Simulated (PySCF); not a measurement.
2,2-dichloropropane (C₃H₆Cl₂), SMILES CC(C)(Cl)Cl.

Coordinates come from a PBE0-D3(BJ)/def2-SVP optimisation.

The numbers are results of TDDFT-PBE/def2-SVPD in PySCF, not measurements.

Vertical excitations.  State labels are in the subgroup C2v.

Computed UV-visible absorptions:
```tsv
state	symmetry	energy (eV)	λ (nm)	f	main pairs
S1	B1	6.26	198	0.032	HOMO→LUMO 98 %
S2	B2	6.29	197	0.000	HOMO−1→LUMO 96 %
S3	A2	6.47	192	0.000	HOMO−2→LUMO 84 %, HOMO−1→LUMO+1 15 %
S4	A1	6.61	188	0.001	HOMO→LUMO+1 89 %
S5	A2	6.90	180	0.000	HOMO−1→LUMO+1 84 %, HOMO−2→LUMO 15 %
S6	B1	7.04	176	0.013	HOMO→LUMO+2 100 %
S7	B2	7.08	175	0.004	HOMO−2→LUMO+1 95 %
S8	A1	7.10	175	0.006	HOMO−3→LUMO 88 %
S9	B2	7.23	171	0.054	HOMO−1→LUMO+2 99 %
S10	A2	7.43	167	0.000	HOMO−2→LUMO+2 100 %
T1	B1	5.67	219	0	HOMO→LUMO 99 %
T2	B2	5.88	211	0	HOMO−1→LUMO 97 %
T3	A2	6.08	204	0	HOMO−2→LUMO 87 %
T4	A1	6.27	198	0	HOMO→LUMO+1 85 %, HOMO−3→LUMO 14 %
```
Triplets are in the Tamm–Dancoff approximation, which puts them higher than full response would, so one can lie above its singlet here.
